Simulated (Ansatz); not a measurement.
Born–Oppenheimer molecular dynamics of GaH3 (4 atoms, charge 0, multiplicity 1). It starts from a relaxed structure.

Theory: RKS BLYP-D4/def2-SVP in Ansatz.

```json
{"ensemble": "NVT, Langevin thermostat", "time step": "1 fs", "steps asked": "150", "set temperature": "200 K", "friction": "0.02 /fs", "seed": "198023"}
```

First frame:

```xyz
4
Properties=species:S:1:pos:R:3
Ga 0.000 0.000 0.000
H 0.000 0.000 1.584
H 1.372 0.000 -0.792
H -1.372 0.000 -0.792
```

Question: How far do the bonds stretch over the last three quarters of this one trajectory? (Pairs bonded in most of those frames.)

Answer: 
```
  bond  mean (Å)  spread (Å)  shortest  longest
Ga1–H2     1.588       0.020      1.55     1.63
Ga1–H3     1.594       0.044      1.50     1.67
Ga1–H4     1.590       0.024      1.54     1.64
```

Mean temperature of the second half: 149 K. The mean temperature of the second half is 25 % below the set value. A run of 0.15 ps of so small a system gives no equilibrium averages.

Time of the run: 60 s on 1 thread of Intel(R) Xeon(R) Platinum 8488C (Sapphire Rapids), with other jobs on the host, peak memory 0.11 GiB.
